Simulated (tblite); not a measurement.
CH12Ge2OSi2.
SMILES with atom numbers: `[OH:1][SiH2:2][Ge@@H:3]([SiH3:4])[CH2:5][GeH3:6]` (hydrogens: H7 on O1; H8, H9 on Si2; H10 on Ge3; H11, H12, H13 on Si4; H14, H15 on C5; H16, H17, H18 on Ge6)

Computed with GFN2-xTB (tblite), gas phase: L-BFGS steps from a force-field or distance-geometry start until the largest atomic force falls under 0.01 eV/Å.

Step 81: E = -535.4627 eV
```
atom  x, y, z in Å  |  force x, y, z in eV/Å
O1     -2.1601    2.1805    0.5338   -0.019  -0.011  -0.010
Si2    -0.5833    1.9852    0.1725   -0.005   0.008   0.004
Ge3    -0.4474   -0.3376    0.3967    0.004   0.033   0.015
Si4    -2.2351   -1.7635   -0.1602   -0.035   0.009  -0.004
C5      1.1549   -0.9884   -0.5993   -0.008   0.023  -0.004
Ge6     2.7943   -0.0956   -0.0280    0.044  -0.020  -0.014
H7     -2.5677    3.0423    0.5441    0.007   0.008  -0.003
H8      0.2373    2.7933    1.0809    0.009  -0.008   0.018
H9     -0.3191    2.4884   -1.1834    0.000  -0.010  -0.008
H10    -0.0587   -0.6263    1.8514    0.002  -0.009  -0.013
H11    -2.5826   -1.6072   -1.5771    0.005  -0.015  -0.004
H12    -3.4425   -1.4917    0.6193    0.008  -0.007   0.013
H13    -1.8616   -3.1666    0.0488   -0.018  -0.010  -0.004
H14     1.2578   -2.0654   -0.4589    0.016   0.018  -0.013
H15     1.0111   -0.8201   -1.6678   -0.001  -0.032  -0.011
H16     4.0286   -0.6711   -0.6690   -0.025   0.005  -0.007
H17     2.9903   -0.2131    1.4471    0.016   0.015   0.039
H18     2.7752    1.3633   -0.3625    0.000   0.003   0.007
```

Step 82: E = -535.4631 eV
```
atom  x, y, z in Å  |  force x, y, z in eV/Å
O1     -2.1629    2.1815    0.5308   -0.018   0.004  -0.009
Si2    -0.5859    1.9833    0.1719   -0.002  -0.002   0.019
Ge3    -0.4476   -0.3394    0.3978    0.003   0.040   0.000
Si4    -2.2367   -1.7636   -0.1604   -0.033   0.002  -0.002
C5      1.1563   -0.9860   -0.5998   -0.012   0.026   0.013
Ge6     2.7970   -0.0955   -0.0273    0.056  -0.025  -0.019
H7     -2.5660    3.0459    0.5451    0.009  -0.007  -0.005
H8      0.2345    2.7899    1.0820    0.008  -0.007   0.015
H9     -0.3185    2.4840   -1.1834    0.002  -0.003  -0.018
H10    -0.0611   -0.6273    1.8529    0.006  -0.011  -0.013
H11    -2.5844   -1.6093   -1.5777    0.004  -0.010   0.001
H12    -3.4419   -1.4897    0.6221    0.009  -0.007   0.007
H13    -1.8667   -3.1679    0.0479   -0.017  -0.008  -0.002
H14     1.2599   -2.0626   -0.4612    0.016  -0.002  -0.010
H15     1.0117   -0.8171   -1.6680    0.001  -0.024  -0.013
H16     4.0315   -0.6725   -0.6709   -0.047   0.014   0.007
H17     2.9944   -0.2103    1.4488    0.013   0.010   0.024
H18     2.7779    1.3630   -0.3623    0.002   0.009   0.005
```

Q: Estimate the geometry and energy of step 83. (The exact step hangs on the optimiser's Hessian estimate; all steps are aligned on step 82, rigid shifts and turns removed.)

A: E = -535.4636 eV, largest force 0.053 eV/Å
```
atom  x, y, z in Å  |  force x, y, z in eV/Å
O1     -2.1663    2.1833    0.5258   -0.014   0.023  -0.007
Si2    -0.5883    1.9821    0.1720    0.002  -0.007   0.026
Ge3    -0.4483   -0.3403    0.3977   -0.003   0.029  -0.015
Si4    -2.2390   -1.7642   -0.1612   -0.016  -0.005   0.001
C5      1.1582   -0.9848   -0.5987   -0.011   0.020   0.019
Ge6     2.8005   -0.0953   -0.0275    0.042  -0.017  -0.010
H7     -2.5624    3.0511    0.5460    0.007  -0.024  -0.007
H8      0.2308    2.7865    1.0855    0.005  -0.006   0.012
H9     -0.3155    2.4813   -1.1823    0.002   0.003  -0.023
H10    -0.0658   -0.6274    1.8535    0.012  -0.014  -0.008
H11    -2.5869   -1.6126   -1.5785    0.001  -0.004   0.001
H12    -3.4413   -1.4883    0.6247    0.004  -0.004   0.004
H13    -1.8733   -3.1703    0.0463   -0.014   0.000   0.000
H14     1.2635   -2.0609   -0.4600    0.011  -0.014  -0.002
H15     1.0130   -0.8190   -1.6673    0.004  -0.011  -0.011
H16     4.0334   -0.6698   -0.6770   -0.049   0.015   0.013
H17     3.0019   -0.2088    1.4493    0.010   0.004   0.003
H18     2.7769    1.3636   -0.3601    0.008   0.013   0.003
```

The energy changes by -0.0005 eV. The first-order estimate −F·Δx gives -0.0007 eV and the mean of the old and new forces, exact on a quadratic surface, -0.0005 eV. The step makes an angle of 74° with the force vector and moves no atom by more than 0.008 Å.

What follows is the cost of the whole relaxation. Time: 0.98 s. Hardware: an Arm Neoverse V1 with one thread, shared host with 32 logical CPUs at a one-minute load of 24.
